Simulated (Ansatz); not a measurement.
A structure relaxed at PBE-D4/def2-SVP in Ansatz, charge 0, singlet:

```
atom    x (Å)    y (Å)    z (Å)
 As1   1.3010  -1.1116  -1.1818
  H2   1.8606  -1.8859   0.0304
  H3   0.2485  -2.2103  -1.4411
  C4   0.0583   0.0605  -0.0777
  C5  -0.8955   0.7476  -1.0664
  C6   0.9422   1.1025   0.6240
  C7  -0.7302  -0.7564   0.9511
  H8  -1.5685   1.4481  -0.5244
  H9  -0.3470   1.3365  -1.8303
 H10  -1.5379   0.0143  -1.5965
 H11   1.5359   1.6978  -0.1001
 H12   1.6479   0.6303   1.3383
 H13   0.3105   1.8130   1.2016
 H14  -0.0598  -1.2738   1.6668
 H15  -1.3665  -1.5241   0.4661
 H16  -1.3994  -0.0885   1.5400
```

Task: Give its formula, name or SMILES and point group.

Result: AsH2(tBu) (C4H11As). Point group Cs (tolerance 0.1 Å).

Task: Summarise the bond lengths by kind (pairs closer than 1.2 times the sum of covalent radii, bridged metal pairs left out).

Result: 3 × C–C 1.53 to 1.54 Å; 1 × As–C 2.03 Å; 9 × C–H 1.11 Å; 2 × As–H 1.54 Å.
